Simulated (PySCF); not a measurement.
Isomers of C8H9FO2.

All values: PBE0/pcSseg-1 (PySCF) at GFN2-xTB geometries, gas phase, one conformer each.

Question: Rank by the highest Hirshfeld charge on any atom, highest value first.
A. `[O:1]=[CH:2][O:3][C@@:4]12[CH:5]=[C:6]([F:7])[C@@H:8]([CH2:9][CH2:10]1)[CH2:11]2` with O1–C2–O3–C4 0°, C2–O3–C4–C5 173°
B. `[CH2:1]=[CH:2]/[C:3](=[CH:4]\[F:5])[C:6](=[CH2:7])[O:8][C:9]([CH3:10])=[O:11]` with C1–C2–C3–C4 166°, C2–C3–C6–C7 131°, C3–C6–O8–C9 -40°, C6–O8–C9–C10 176°
C. `[CH3:1][O:2][C:3](=[O:4])[C@@H:5]1[C@H:6]2[CH:7]=[CH:8][CH2:9][C@@:10]12[F:11]` with C1–O2–C3–O4 2°, O2–C3–C5–C6 -163°

Answer: B (+0.220 e), C (+0.207 e), A (+0.182 e).

Question: Rank by dipole moment, highest first.
A. `[O:1]=[CH:2][O:3][C@@:4]12[CH:5]=[C:6]([F:7])[C@@H:8]([CH2:9][CH2:10]1)[CH2:11]2` with O1–C2–O3–C4 0°, C2–O3–C4–C5 173°
B. `[CH3:1][C:2]#[C:3][CH2:4][CH2:5][O:6][C:7](=[O:8])/[CH:9]=[CH:10]/[F:11]` with C3–C4–C5–O6 -177°, C4–C5–O6–C7 -82°, C5–O6–C7–O8 -1°, O6–C7–C9–C10 180°
C. `[CH2:1]=[CH:2]/[C:3](=[CH:4]\[F:5])[C:6](=[CH2:7])[O:8][C:9]([CH3:10])=[O:11]` with C1–C2–C3–C4 166°, C2–C3–C6–C7 131°, C3–C6–O8–C9 -40°, C6–O8–C9–C10 176°
D. `[CH3:1][O:2][C:3](=[O:4])[C@@H:5]1[C@H:6]2[CH:7]=[CH:8][CH2:9][C@@:10]12[F:11]` with C1–O2–C3–O4 2°, O2–C3–C5–C6 -163°

Answer: D (2.73 D), C (2.44 D), B (1.67 D), A (0.50 D).

Question: Rank by LUMO energy, lowest first.
A. `[O:1]=[CH:2][O:3][C@@:4]12[CH:5]=[C:6]([F:7])[C@@H:8]([CH2:9][CH2:10]1)[CH2:11]2` with O1–C2–O3–C4 0°, C2–O3–C4–C5 173°
B. `[CH3:1][C:2]#[C:3][CH2:4][CH2:5][O:6][C:7](=[O:8])/[CH:9]=[CH:10]/[F:11]` with C3–C4–C5–O6 -177°, C4–C5–O6–C7 -82°, C5–O6–C7–O8 -1°, O6–C7–C9–C10 180°
C. `[CH3:1][O:2][C:3](=[O:4])[C@@H:5]1[C@H:6]2[CH:7]=[CH:8][CH2:9][C@@:10]12[F:11]` with C1–O2–C3–O4 2°, O2–C3–C5–C6 -163°
D. `[CH2:1]=[CH:2]/[C:3](=[CH:4]\[F:5])[C:6](=[CH2:7])[O:8][C:9]([CH3:10])=[O:11]` with C1–C2–C3–C4 166°, C2–C3–C6–C7 131°, C3–C6–O8–C9 -40°, C6–O8–C9–C10 176°

Answer: B (-1.32 eV), D (-0.99 eV), C (-0.29 eV), A (-0.01 eV).

All values together:

```json
{"SMILES": "CC#CCCOC(=O)/C=C/F", "μ (D)": "1.67", "HOMO (eV)": "-7.39", "LUMO (eV)": "-1.32", "lowest IAO charge (e)": "-0.485 (O)", "highest IAO charge (e)": "+0.514 (C)", "lowest Hirshfeld charge (e)": "-0.259 (O)", "highest Hirshfeld charge (e)": "+0.204 (C)"}
{"SMILES": "COC(=O)[C@@H]1[C@H]2C=CC[C@]21F", "μ (D)": "2.73", "HOMO (eV)": "-7.22", "LUMO (eV)": "-0.29", "lowest IAO charge (e)": "-0.470 (O)", "highest IAO charge (e)": "+0.523 (C)", "lowest Hirshfeld charge (e)": "-0.255 (O)", "highest Hirshfeld charge (e)": "+0.207 (C)"}
{"SMILES": "C=C/C(=C\\F)C(=C)OC(C)=O", "μ (D)": "2.44", "HOMO (eV)": "-6.67", "LUMO (eV)": "-0.99", "lowest IAO charge (e)": "-0.476 (C)", "highest IAO charge (e)": "+0.533 (C)", "lowest Hirshfeld charge (e)": "-0.250 (O)", "highest Hirshfeld charge (e)": "+0.220 (C)"}
{"SMILES": "O=CO[C@@]12C=C(F)[C@@H](CC1)C2", "μ (D)": "0.50", "HOMO (eV)": "-7.19", "LUMO (eV)": "-0.01", "lowest IAO charge (e)": "-0.452 (O)", "highest IAO charge (e)": "+0.403 (C)", "lowest Hirshfeld charge (e)": "-0.238 (O)", "highest Hirshfeld charge (e)": "+0.182 (C)"}
```

Conformers: `[CH3:1][C:2]#[C:3][CH2:4][CH2:5][O:6][C:7](=[O:8])/[CH:9]=[CH:10]/[F:11]` with C3–C4–C5–O6 -177°, C4–C5–O6–C7 -82°, C5–O6–C7–O8 -1°, O6–C7–C9–C10 180°; `[CH3:1][O:2][C:3](=[O:4])[C@@H:5]1[C@H:6]2[CH:7]=[CH:8][CH2:9][C@@:10]12[F:11]` with C1–O2–C3–O4 2°, O2–C3–C5–C6 -163°; `[CH2:1]=[CH:2]/[C:3](=[CH:4]\[F:5])[C:6](=[CH2:7])[O:8][C:9]([CH3:10])=[O:11]` with C1–C2–C3–C4 166°, C2–C3–C6–C7 131°, C3–C6–O8–C9 -40°, C6–O8–C9–C10 176°; `[O:1]=[CH:2][O:3][C@@:4]12[CH:5]=[C:6]([F:7])[C@@H:8]([CH2:9][CH2:10]1)[CH2:11]2` with O1–C2–O3–C4 0°, C2–O3–C4–C5 173°.
